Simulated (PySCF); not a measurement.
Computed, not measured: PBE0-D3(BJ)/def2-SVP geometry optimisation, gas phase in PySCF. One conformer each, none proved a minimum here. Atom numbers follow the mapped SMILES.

Question: Order the C–C distances, shortest first.
A. C4–C5 in `[GaH2:1][CH:2]1[CH2:3][CH2:4][CH2:5][CH2:6]1` with H–Ga1–C2–C3 -17° and 164°, Ga1–C2–C3–C4 -80°, C2–C3–C4–C5 -41°, C3–C4–C5–C6 23°, C4–C5–C6–C2 3°
B. C4–C5 in `[CH3:1][GaH:2][CH:3]=[C:4]([CH3:5])[CH3:6]` with C1–Ga2–C3–C4 179°
C. C2–C3 in `[CH3:1][C:2]#[C:3][GeH2:4][SiH2:5][NH2:6]` with C3–Ge4–Si5–N6 -42°, Ge4–Si5–N6–H -178° and 42°
D. C6–C7 in `[CH3:1][Si:2]([CH3:3])([CH3:4])[c:5]1[cH:6][cH:7][cH:8][cH:9][n:10]1`

Answer: C (1.219 Å), D (1.394 Å), B (1.502 Å), A (1.537 Å).

- 1.219 Å: drawn triple, both ends alkyne carbon
- 1.394 Å: aromatic, both ends aromatic CH carbon, in a 6-membered ring
- 1.502 Å: drawn single, fully substituted alkene carbon to allylic carbon
- 1.537 Å: drawn single, both ends ring CH2 carbon, in a 5-membered ring

Question: Order these C–C–C angles, narrowest first.
A. C5–C4–C6 in `[CH3:1][GaH:2][CH:3]=[C:4]([CH3:5])[CH3:6]` with C1–Ga2–C3–C4 179°
B. C3–C2–C6 in `[GaH2:1][CH:2]1[CH2:3][CH2:4][CH2:5][CH2:6]1` with H–Ga1–C2–C3 -17° and 164°, Ga1–C2–C3–C4 -80°, C2–C3–C4–C5 -41°, C3–C4–C5–C6 23°, C4–C5–C6–C2 3°
C. C7–C8–C9 in `[CH3:1][Si:2]([CH3:3])([CH3:4])[c:5]1[cH:6][cH:7][cH:8][cH:9][n:10]1`
D. C1–C2–C3 in `[CH3:1][C:2]#[C:3][GeH2:4][SiH2:5][NH2:6]` with C3–Ge4–Si5–N6 -42°, Ge4–Si5–N6–H -178° and 42°

Answer: B (103.4°), A (114.3°), C (118.2°), D (178.5°).
